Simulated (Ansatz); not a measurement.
hydrogen fluoride, charge +1, doublet, geometry from GFN2-xTB (a state made from the parent by changing its charge; the spin is typed, not shown lowest). Base run: B3LYP/6-311G** run with Ansatz (a program for electronic structure).

Geometry (Å):
```xyz
2

F      0.0000     0.0000    -0.1044
H      0.0000     0.0000     0.9399
```
Charge +1, spin multiplicity 2.
Orbitals are unrestricted.
All else is at Ansatz's defaults.
Base energy -99.88619 Eh.

Each row names what was changed in the base input (with any setting that the change needs).

```csv
change,ΔE vs base (mEh)
base,0.000
fitting.mean_field = cc-pVTZ-JKFIT,-0.007
"point_charge = charge:1.0 position_ang:-1.6844, -1.7811, 2.9468",153.7
"final_grid = 14, 28, 59",0.000
"final_grid = 4, 8, 17",-0.004
forces = on,0.000
lower_state_search = off,0.000
accuracy = high,0.001
"final_grid = 10, 20, 41",0.000
"point_charge = charge:0.5 position_ang:-1.1148, 3.3298, 0.1425",73.222
"final_grid = 6, 12, 29",0.000
```
